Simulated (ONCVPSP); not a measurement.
# Which change was made? (Er, ONCV)

ONCVPSP 4.0.1 input, shortened (lines: element, Z, core and valence counts, functional; n l f; lmax; l rc ep ncon nbas qcut; lloc lpopt rc5 dvloc0; l nproj debl; icmod fcfact rcfact), LDA (Perdew-Zunger), scalar-relativistic:

```
  Er 68.00    9    4        3      upf
    1    0    2.00
    2    0    2.00
    2    1    6.00
    3    0    2.00
    3    1    6.00
    3    2   10.00
    4    0    2.00
    4    1    6.00
    4    2   10.00
    4    3   12.00
    5    0    2.00
    5    1    6.00
    6    0    2.00
    3
    0    2.40    0.00    4    8    5.10
    1    1.70    0.00    4    8    5.40
    2    2.60    0.10    4    7    4.00
    3    0.90    0.00    5    9   20.30
    4    2    0.85    1.00
    0    3    0.60
    1    1    1.70
    2    2    3.30
    3    2    3.90
    0    0.00    0.00
```

In the d channel the program set the typed energies aside and used 0.050, 3.350 Ha.

Cutoffs, loose and tight: the cutoffs (Ha) at which the residual kinetic energy of the hardest occupied pseudo-wave falls to 1 and 0.1 mHa per electron. They do not see the model core or the augmentation charge, which bear on the density cutoff. Test errors are all-electron minus pseudo excitation energies from the reference, over the configurations 4f12 5s2 5p6 6s1; 4f12 5s2 5p6 6s0; 4f11 5s2 5p6 6s0; 4f12 5s2 5p6 6s0 6p1; variants that change the core or the reference have their own tests.

The base gives: outcome: generated, projector energies reset by the program; cutoff, loose: 177 Ha; cutoff, tight: 222 Ha; bound ghosts: none; GHOST(+) flags above zero: s, d; largest test error (meV): tests left out (the all-electron energies of this program are off by 10 to 40 meV for near-neutral 4f atoms).

Question: After one change the result is: outcome: generated; cutoff, loose: 176 Ha; cutoff, tight: 192 Ha; bound ghosts: none; GHOST(+) flags above zero: s, d; largest test error (meV): 3 of 4 tests not solved or not reliable. Which change was it?
A. s: qcut 3.5; p: qcut 3.7; d: qcut 2.7; f: qcut 13.9
B. s: rc 1.78
C. reference 4f11 5s2 5p6 5d1 6s2; wave d scattering state at 0.1 Ha: rc 2.60 bohr, ncon 4, nbas 7, qcut 4 1/bohr, 2 projectors, debl 3.3 Ha becomes 5d: rc 2.60 bohr, ncon 4, nbas 7, qcut 4 1/bohr, 2 projectors, debl 3.3 Ha
D. local potential polynomial inside 0.60 bohr (lpopt 3, dvloc0 0 Ha)

Answer: C. The others give: s: qcut 3.5; p: qcut 3.7; d: qcut 2.7; f: qcut 13.9 → outcome: generated, projector energies reset by the program; cutoff, loose: 409 Ha; cutoff, tight: 478 Ha; bound ghosts: none; GHOST(+) flags above zero: s, d; largest test error (meV): tests left out (the all-electron energies of this program are off by 10 to 40 meV for near-neutral 4f atoms) | s: rc 1.78 → outcome: generated, projector energies reset by the program; cutoff, loose: 177 Ha; cutoff, tight: 222 Ha; bound ghosts: s; GHOST(+) flags above zero: s, d; largest test error (meV): tests left out (the all-electron energies of this program are off by 10 to 40 meV for near-neutral 4f atoms) | local potential polynomial inside 0.60 bohr (lpopt 3, dvloc0 0 Ha) → outcome: generated, projector energies reset by the program; cutoff, loose: 177 Ha; cutoff, tight: 222 Ha; bound ghosts: s, p, d; GHOST(+) flags above zero: none; largest test error (meV): tests left out (the all-electron energies of this program are off by 10 to 40 meV for near-neutral 4f atoms).
